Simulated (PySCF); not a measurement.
I$_{3}$Ti (SMILES [I][Ti]([I])[I]), doublet, at a GFN2-xTB geometry (such geometries of metal compounds can be far from the true shape) (the multiplicity is a formal guess) (core potentials on I). Base run: DF-PBE0/def2-SVP (PySCF).

PySCF was given this input:
```python
from pyscf import gto, scf, dft

mol = gto.Mole()
mol.atom = '''
    Ti   -0.263988    0.290942    0.540745
    I    -1.965389   -1.568207   -0.230045
    I     0.025457    2.179435   -1.274505
    I     2.049512   -0.731996    1.280090
'''
mol.basis = 'def2-svp'
mol.ecp = {'I': 'def2-svp'}
mol.charge = 0
mol.spin = 1
mol.verbose = 3
mol.build()

mf = dft.UKS(mol)
mf.xc = 'pbe0'
mf = mf.density_fit(auxbasis='def2-universal-jkfit')
mf.kernel()
```

Each row names what was changed in the base input (with any setting that the change needs).

| change | ΔE vs base (µEh) | grid points | electrons on the grid | outcome |
|---|---|---|---|---|
| base | 0.0 | 86784 | 96.99999 | converged |
| grids.atom_grid = (75, 302) | 28.6 | 52584 | 97.00000 | converged |
| grids.level = 2 | 28.8 | 55392 | 97.00000 | converged |
| grids.level = 1 | 96.5 | 31536 | 96.99994 | converged |
| grids.radi_method = delley | -1.2 | 82016 | 96.99999 | converged |
| grids.prune = off | 0.2 | 162752 | 96.99999 | converged |
| grids.level = 4 | - | - | - | not converged |
| grids.prune = dft.gen_grid.sg1_prune | - | - | - | stopped with an error |
| grids.radi_method = mura_knowles | 0.4 | 76440 | 96.99999 | converged |
| grids.radi_method = gauss_chebyshev | -1.3 | 82568 | 96.99999 | converged |
| grids.prune = dft.gen_grid.treutler_prune | -21.1 | 86904 | 96.99999 | converged |

Open shells are given as the SCF converged; they aren't shown to be the lowest states, and a large step between rows can be another state.

- grids.prune = dft.gen_grid.sg1_prune: ended with `IndexError: index 22 is out of bounds for axis 0 with size 19`
